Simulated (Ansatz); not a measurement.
Ansatz (an electronic-structure program) input:

Ansatz 0.2 input:
```yaml
crystal:
  periodic: [false, false, false]
  atoms:
    - {symbol: In, position_ang: [0.00000000, -0.00000000, 0.00000000]}
    - {symbol: F, position_ang: [-1.65023762, -1.00267583, 0.05747087]}
    - {symbol: F, position_ang: [0.02001512, 1.78584197, -0.73641957]}
    - {symbol: F, position_ang: [1.63022250, -0.78316614, 0.67894870]}
basis:
  gaussian:
    orbitals: def2-TZVPD
hamiltonian:
  xc: {name: SVWN5}
total_charge: -1
magnetization: {spin_polarized: true, initial_magnetization: 1}
```

Task: Predict the final energy.

Result: -487.75199 Eh (SVWN5/def2-TZVPD). The basis has 176 functions.

This state (charge -1, doublet) is run at the relaxed geometry of the species with charge 0 and multiplicity 1.
